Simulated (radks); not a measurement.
Ionisation of the nitrogen ion N+, [He] 2s2 2p2, to [He] 2s2 2p1 as the strength of local exchange is varied. Calculated with a radial shooting solver on a logarithmic mesh with Libxc functionals: non-relativistic Kohn-Sham, Slater X-alpha exchange (alpha = 2/3 is LDA exchange), no correlation, spin-unpolarised, spherical densities, point nucleus.

alpha  E(N+) (hartree)  exchange (hartree)  IE (eV)  -e of the level emptied (eV)  <r> of it (bohr)
0.667        -53.11531            -5.33511   27.476                   19.385 (2p)             1.287
0.754        -53.81446            -6.08758   28.975                   20.750 (2p)             1.259
0.785        -54.06516            -6.35883   29.519                   21.247 (2p)             1.250
0.821        -54.35733            -6.67591   30.157                   21.831 (2p)             1.239
0.882        -54.85495            -7.21824   31.253                   22.839 (2p)             1.221
0.891        -54.92864            -7.29880   31.417                   22.989 (2p)             1.219
0.925        -55.20765            -7.60437   32.038                   23.562 (2p)             1.209
0.931        -55.25699            -7.65850   32.148                   23.663 (2p)             1.208

NIST Atomic Spectra Database: 29.601 eV (semi-empirical). The Delta-SCF value meets it near alpha = 0.79. Spin polarisation and multiplet splitting are left out, so open shells lie too high by an amount that depends on their filling.

Beside tabulated values, note that spin-unpolarised runs miss the spin-polarisation part of the exchange energy of open shells.
